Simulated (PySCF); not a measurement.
# Bond curve of Rb₂⁻

Set-up: basis Rb def2-SVPD with ECP28; scalar-relativistic core potentials; PySCF 2.14. Energies in eV from Rb + Rb⁻ in their ground configurations at the same level. State: doublet, unpaired electrons σ ↑.

```
R (Å)  LC-ωPBE
4.179  -0.4070
4.373  -0.4530
4.567  -0.4838
4.713  -0.4986
4.859  -0.5075
5.005  -0.5116
5.199  -0.5107
5.442  -0.5018
5.734  -0.4829
6.122  -0.4490
```

Q: Put a parabola through the three lowest points of the LC-ωPBE curve and estimate Re, k and ωe (reduced mass 42.46 u; 1 eV/Å² = 0.16022 mdyn/Å; ωe = 1302.8·√(k/μ) cm⁻¹).

A: Through R = 4.859, 5.005, 5.199 Å the second-order coefficient is 0.0962 eV/Å², so Re ≈ 5.078 Å, k ≈ 0.0308 mdyn/Å and ωe ≈ 35 cm⁻¹. A polynomial fit of higher order to the unrounded LC-ωPBE energies gives Re = 5.074 Å, k = 0.0282 mdyn/Å, ωe = 33.6 cm⁻¹; anharmonicity and rounding make the difference.

The higher-order fit for each curve: LC-ωPBE: Re = 5.074 Å, ωe = 33.6 cm⁻¹, De = 0.51 eV.

⟨S²⟩ is raised (Rb₂⁻ 1.02), so spin contamination touches these numbers. ⟨S²⟩ of the unrestricted solution departs from its pure value on part of the curve, where spin states mix. Spin–orbit coupling is left out. The state is the lowest determinant that a PBE0 search found; another state may lie lower at other levels.
